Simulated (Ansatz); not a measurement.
`C=[C](C)[AlH2]` + CH₃OH → `C=C(C)OC` + `[AlH3]` at 700 K and 1 bar (substitution at a C–Al bond).

Program: Ansatz. Geometries: PBE0-D4/def2-TZVP. ΔE: electronic, gas phase. CCSD(T)/CBS is the MP2 limit (def2-TZVPP, def2-QZVPP) plus CCSD(T) − MP2 in def2-TZVPP, frozen cores. This one scheme is used for every species. One conformer a species, not always the lowest.

```tsv
species	CCSD(T)/CBS energy (Eh)	H − E (kJ/mol)	S (J/(mol·K))
`C=[C](C)[AlH2]`	-360.34570	291.7	435.2
CH₃OH	-115.61712	170.8	288.5
`C=C(C)OC`	-232.16858	374.0	433.6
`[AlH3]`	-243.78045	80.2	251.4
```

H − E and S are ideal-gas, rigid-rotor, harmonic terms from PBE0-D4/def2-TZVP, for one conformer and one mirror image of each species. 1 Eh = 2625.50 kJ/mol, R = 8.31446 J/(mol·K).

**Question.** By hand: ΔE, ΔH, ΔS and ΔG.

**Answer.** ΔE = (-232.16858) + (-243.78045) − (-360.34570) − (-115.61712) = 0.01379 Eh = 36.2 kJ/mol. Δ(H − E) = 374.0 + 80.2 − 291.7 − 170.8 = -8.3, so ΔH = 27.9 kJ/mol. ΔS = 433.6 + 251.4 − 435.2 − 288.5 = -38.7 J/(mol·K). ΔG = 27.9 − 700 × (-38.7)/1000 = 55.0 kJ/mol.

**Question.** By hand: the equilibrium constant, and the temperature at which ΔG would vanish if ΔH and ΔS stayed fixed.

**Answer.** log₁₀ K = −ΔG/(RT ln 10) = -4.1. ΔH and −TΔS have one sign here, so there is no such temperature.

TΔS isn't small against ΔH here. A doubt of 5 kJ/mol in ΔE shifts log₁₀ K by 0.4 here. Other conformers and mirror images would add mixing entropy, several J/(mol·K) or more a flexible species. These are equilibria of isolated gas molecules and say nothing of rates. Largest T1 diagnostic: 0.012 (customary marks: 0.02 for closed shells, 0.045 for open ones).
